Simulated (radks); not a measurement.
Values are calculated unless marked as measured or tabulated.
These are the eigenvalues of the occupied orbitals of an atom or ion with whole-number occupations (hartree). Code: a radial shooting solver on a logarithmic mesh with Libxc functionals. Model: scalar-relativistic Kohn-Sham, BLYP, spin-polarised, spherical densities, finite nucleus; Fermi nuclear charge, rms radius of each element as measured or else 0.836 A^(1/3) + 0.57 fm.

orbital  eigenvalue
1s up     -56.35400
1s down   -56.34875
2s up      -4.72544
2s down    -4.71815
2p up      -3.31749
2p down    -3.31004
3s up      -0.89913

Which element is it, and in what charge state? The configuration may be excited. Open shells, if any, are filled with parallel spins first.

Answer. Z = 13, aluminium, charge +2: Al2+ in [Ne] 3s1. The list shows which subshells hold electrons but not how many an open one holds; the 1s level, -56.354 hartree, gives Z - s = 10.6 by -(Z - s)^2/2, which with screening and relativity narrows Z to a few neighbours, and the depths of the outer levels then fix element, charge and occupations together.
